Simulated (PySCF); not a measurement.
4,4-difluorobuta-1,2-diene (C4H4F2), SMILES C=C=CC(F)F. Atoms are numbered in the order given.

```xyz
10

C      2.7990     0.2513     0.0000
C      1.5688    -0.1931     0.0000
C      0.3287    -0.6215     0.0000
C     -0.8493     0.3005     0.0000
F     -1.6266     0.0567     1.0928
F     -1.6266     0.0567    -1.0928
H      3.3337     0.4412     0.9380
H      3.3337     0.4412    -0.9380
H      0.0921    -1.6941     0.0000
H     -0.5630     1.3669     0.0000
```
Charge 0, spin multiplicity 1.

The structure is a stationary point at r2SCAN-D4/def2-SVP. One conformer was computed; it need not be the lowest.

The numbers are results of PBE/def2-TZVP (PySCF), not measurements.

The molecule is in vacuum.

**Question.** Estimate the frontier levels, gap, dipole moment and polarisability. (The exact figures need the calculation; the answer reports its results.)

**Answer.** 
| Item | Value |
|---|---|
| highest occupied level | -7.02 eV |
| lowest empty level | -1.42 eV |
| orbital gap | 5.60 eV |
| dipole moment | 2.39 D |
| quadrupole, principal values (traceless, Buckingham form, about the centre of nuclear charge) | -3.36, 0.15, 3.21 D·Å |
| mean static polarisability | 53.0 bohr³ (7.85 Å³) |
| polarisability, principal values | 38.1, 39.2, 81.7 bohr³ |
